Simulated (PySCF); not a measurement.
An unknown shows these calculated signals:

$^{1}$H NMR (300 MHz, computed): δ 2.65 (d, J = 9.4 Hz, 3H).

$^{13}$C{$^{1}$H} NMR (computed): δ 262.4 (C, d, J = 65.1 Hz), 149.9 (C, d, J = 30.4 Hz), 116.4 (C, d, J = 262.7 Hz), 67.8 (C, d, J = 30.5 Hz), 8.3 (CH3).

[PySCF 2.14: geometry from GFN2-xTB; GIAO PBE0/pcSseg-1 shieldings; couplings computed with B3LYP/pcJ-1 (spin–dipole term only in couplings to heteroatoms); equivalent nuclei averaged; single conformer; no solvent model; non-relativistic Hamiltonian]

Scale: TMS for $^{1}$H and $^{13}$C (reference shieldings calculated alike).

Which of these does the molecule contain: a heteroaromatic ring, a non-aromatic C=C double bond, a Si–H bond, a vinyl group CH=CH2, a C≡C triple bond?

## Answers


- A heteroaromatic ring: no.
- A non-aromatic C=C double bond: yes.
- A Si–H bond: no.
- A vinyl group CH=CH2: no.
- A C≡C triple bond: yes (δC 149.9, 67.8).

The data belong to `CC#CC(F)=C=O`, C$_{5}$H$_{3}$FO; they needn't prove each group on their own.

Carbon signals by region: 1 in the far downfield region (above 160 ppm), 2 in the sp2 and nitrile region (100–160 ppm), 1 at 50–100 ppm, 1 below 50 ppm. Above 160 ppm: 262.4, central carbon of a ketene.

C–F couplings over four or more bonds (about 3 Hz to the para carbon of a fluoroarene) are left out. Common functionals overestimate the size of one-bond C–F couplings by tens of Hz; these are unscaled. Splittings below 1 Hz are ignored in the labels, and close J values are merged. Shifts are as computed. Against solution values, carbons near 30 ppm lie about +3 ppm off and those near 130 ppm about +5 ppm. Of 1211 compounds with measured shifts, 218 miss one by over three times the rms of a fit or turn the order of signals round; such compounds aren't used in these exercises.
